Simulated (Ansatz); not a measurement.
`FB(Br)Br` + NH₃ → `NB(Br)Br` + H–F at 600 K and 1 bar (ligand exchange at a B–F bond).

Computed with Ansatz on PBE0-D4/def2-TZVP structures; ΔE is electronic, products minus reactants. CCSD(T)/CBS adds triple-zeta CCSD(T) − MP2 to the extrapolated MP2 energy (def2 sets, frozen cores). This one scheme is used for every species. For Br outer-core shells are correlated without core-valence functions, which leaves a few kJ/mol of doubt a bond. Scalar relativity is left out up to krypton. One conformer a species, not always the lowest.

| species | CCSD(T)/CBS energy (Eh) | H − E (kJ/mol) | S (J/(mol·K)) |
| --- | --- | --- | --- |
| `FB(Br)Br` | -5271.35159 | 56.5 | 358.6 |
| NH₃ | -56.50880 | 112.4 | 219.5 |
| `NB(Br)Br` | -5227.46516 | 128.8 | 377.5 |
| H–F | -100.39570 | 42.3 | 194.0 |

H − E and S are ideal-gas, rigid-rotor, harmonic terms from PBE0-D4/def2-TZVP, for one conformer and one mirror image of each species. 1 Eh = 2625.50 kJ/mol, R = 8.31446 J/(mol·K).

**Question.** By hand: ΔE, ΔH, ΔS and ΔG.

**Answer.** ΔE = (-5227.46516) + (-100.39570) − (-5271.35159) − (-56.50880) = -0.00047 Eh = -1.2 kJ/mol. Δ(H − E) = 128.8 + 42.3 − 56.5 − 112.4 = 2.2, so ΔH = 1.0 kJ/mol. ΔS = 377.5 + 194.0 − 358.6 − 219.5 = -6.6 J/(mol·K). ΔG = 1.0 − 600 × (-6.6)/1000 = 5.0 kJ/mol.

**Question.** By hand: the equilibrium constant, and the temperature at which ΔG would vanish if ΔH and ΔS stayed fixed.

**Answer.** log₁₀ K = −ΔG/(RT ln 10) = -0.4. ΔH and −TΔS have one sign here, so there is no such temperature.

TΔS isn't small against ΔH here. The sign of ΔG lies within the doubt. A doubt of 5 kJ/mol in ΔE shifts log₁₀ K by 0.4 here. Other conformers and mirror images would add mixing entropy, several J/(mol·K) or more a flexible species. These are equilibria of isolated gas molecules and say nothing of rates. Largest T1 diagnostic: 0.010 (customary marks: 0.02 for closed shells, 0.045 for open ones).

ΔS is within the doubt of such terms, so its sign, and with it that verdict, could turn.
